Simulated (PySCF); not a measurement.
# One molecule, many functionals

Resorcinol, C6H6O2.
InChI=1S/C6H6O2/c7-5-2-1-3-6(8)4-5/h1-4,7-8H

Linear-response calculations in the def2-SVPD basis (PySCF; singlets by full response, triplets Tamm–Dancoff, core orbitals frozen in the response; HF means time-dependent Hartree–Fock). 'Strongest' is the level of largest summed f among the singlets computed (10 roots, of which the last may lack a degenerate partner); it can jump between rows when another state enters that window. S1 is the lowest singlet of each run and needn't be the same state throughout; f(S1) is that of one state. Geometry: PBE0-D3(BJ)/def2-SVP, one conformer, isolated molecule.

```csv
functional,kind,S1 (eV),f(S1),strongest (eV),T1 (eV),HOMO (eV),gap (eV),"ionisation energy, ΔSCF (eV)"
LDA,LDA,4.72,0.018,6.40,4.06,-5.57,4.28,8.39
PBE,GGA,4.75,0.018,6.42,4.02,-5.36,4.32,8.13
B3LYP,"global hybrid, 20% exact exchange",5.01,0.021,6.67,4.04,-6.23,5.85,8.29
PBE0,"global hybrid, 25% exact exchange",5.10,0.023,6.78,4.00,-6.43,6.25,8.29
BHandHLYP,"global hybrid, 50% exact exchange",5.34,0.026,7.03,3.95,-7.34,8.14,8.25
CAM-B3LYP,range-separated hybrid,5.14,0.023,6.83,4.01,-7.66,8.53,8.39
wB97X-D,range-separated hybrid,5.16,0.024,6.87,4.13,-8.19,9.74,8.36
LC-wPBE,range-separated hybrid,5.22,0.024,6.96,3.90,-8.89,10.80,8.47
HF,Hartree–Fock,5.71,0.033,7.51,3.56,-8.59,11.09,not settled
```

S1 runs from 4.72 eV (LDA) to 5.71 eV (HF), a spread of 0.99 eV, while the orbital gap spreads over 6.8 eV. Along PBE (0%), B3LYP (20%), PBE0 (25%), BHandHLYP (50%), HF (100%) S1 rises with the share of exact exchange. −ε(HOMO) comes closest to its own ΔSCF ionisation energy with wB97X-D (-0.17 eV) and misses most with LDA (-2.83 eV). 'Not settled' means that the ion's SCF failed to converge or may have ended in another state than the lowest.
